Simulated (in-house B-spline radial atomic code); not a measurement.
Ba2+ is squeezed into an impenetrable sphere of radius R (the orbitals vanish at R). Level of theory: scalar-relativistic (X2C) Hartree-Fock, spin-polarised, averaged over the determinants with the given up and down occupations, Fermi nucleus of rms radius 4.8378 fm; calculated with a B-spline radial code for spherical atoms.

Energies in eV above the free ion in [Kr] 4d10 5s2 5p6:

```
R (bohr)  highest level (eV)  [Kr] 4d10 5s2 5p6  [Kr] 4d10 5s1 5p6 5d1  [Kr] 4d9 5s2 5p6 5f1
    9.59               -36.2                  0                  36.55                 105.4
    6.29               -36.2            0.01046                  36.67                 109.1
    5.24               -36.1             0.1582                  37.22                 113.1
    4.07               -34.9               2.77                  41.76                 124.6
    3.65               -33.3              7.435                  48.27                 134.9
    2.86               -23.7              46.11                  95.24                 192.6
    2.64               -17.4              76.76                  130.4                 232.6
    2.13                14.6              260.3                  331.8                 453.8
    1.84                58.9                550                  638.6                 784.4
    1.38                 259               2104                   2229                  2475
```

(1) Does [Kr] 4d10 5s1 5p6 5d1 fall below [Kr] 4d10 5s2 5p6 under compression?

(2) Does [Kr] 4d9 5s2 5p6 5f1 fall below [Kr] 4d10 5s2 5p6 under compression?

The highest level is first positive in the row R = 2.13 bohr, pushed up by confinement above the zero of the free ion's potential. Each configuration is held fixed and needn't be the lowest in the sphere.

Answers

(1) No, it stays above over the whole range.

(2) No, it stays above over the whole range.
